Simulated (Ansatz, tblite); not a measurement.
Removing and adding an electron: the cluster Ag₂H₂. The state is a singlet with charge 0. Geometry: PBE0-D4/def2-TZVP. Ansatz, gas phase; energy differences of separate SCF runs; the oxidised species was run as a doublet alone; the reduced species was run as a doublet alone.

```tsv
atom	x (Å)	y (Å)	z (Å)
Ag1	1.3862	1.2572	0.8020
Ag2	-0.4831	-0.3974	-0.3237
H3	-1.4803	-0.6462	-1.6129
H4	0.5772	-0.2136	1.1346
```

In the def2 sets Ag takes a core potential; there is no spin–orbit coupling. The xTB rows come from tblite. Correlated methods freeze no core orbitals; core or outer-core shells of Ag are correlated, in sets that lack core-valence functions. The structure comes from a short search, and lower isomers may exist.

| level | −HOMO (eV) | vertical IE (eV) | −LUMO (eV) | vertical EA (eV) | HOMO–LUMO gap (eV) | IE − EA (eV) | remarks |
| --- | --- | --- | --- | --- | --- | --- | --- |
| GFN1-xTB | 9.56 | 13.38 | 8.63 | 4.52 | 0.93 | 8.86 | – |
| GFN2-xTB | 9.20 | 13.39 | 6.87 | 4.66 | 2.33 | 8.73 | – |
| HF/def2-TZVPD | – | – | – | 0.88 | – | – | – |
| PBE-D4/def2-TZVP | 5.23 | 8.32 | 3.97 | – | 1.26 | – | – |
| PBE-D4/def2-TZVPD | 5.24 | – | 3.97 | 1.58 | 1.27 | – | HOMO above zero (-1 doublet) |
| r2SCAN-D4/def2-TZVP | 5.33 | 8.23 | 3.70 | – | 1.63 | – | – |
| PBE0-D4/def2-TZVP | 6.04 | 8.15 | 3.13 | – | 2.90 | – | – |
| CCSD(T)/def2-TZVPP | – | 8.09 | – | – | – | – | – |

(1) Estimate the rows for HF/def2-TZVPP, r2SCAN-D4/def2-TZVPD, PBE0-D4/def2-TZVPD, MP2/def2-TZVPD, MP2/def2-TZVPP, CCSD/def2-TZVPD, CCSD/def2-TZVPP, CCSD(T)/def2-TZVPD.

Results:

(1) 
```tsv
level	−HOMO (eV)	vertical IE (eV)	−LUMO (eV)	vertical EA (eV)	HOMO–LUMO gap (eV)	IE − EA (eV)	remarks
HF/def2-TZVPP	–	6.75	–	–	–	–	–
r2SCAN-D4/def2-TZVPD	5.35	–	3.71	1.62	1.64	–	HOMO above zero (-1 doublet)
PBE0-D4/def2-TZVPD	6.05	–	3.14	1.52	2.91	–	HOMO above zero (-1 doublet)
MP2/def2-TZVPD	–	–	–	1.34	–	–	–
MP2/def2-TZVPP	–	8.17	–	–	–	–	–
CCSD/def2-TZVPD	–	–	–	1.32	–	–	–
CCSD/def2-TZVPP	–	8.00	–	–	–	–	–
CCSD(T)/def2-TZVPD	–	–	–	1.37	–	–	–
```

   A HOMO above zero means that the electron is unbound at that level or that self-interaction error raises the level; the energy of removing that electron tells which. Raw xTB energy differences between charge states are shifted by several eV; the methods need an empirical correction for them.
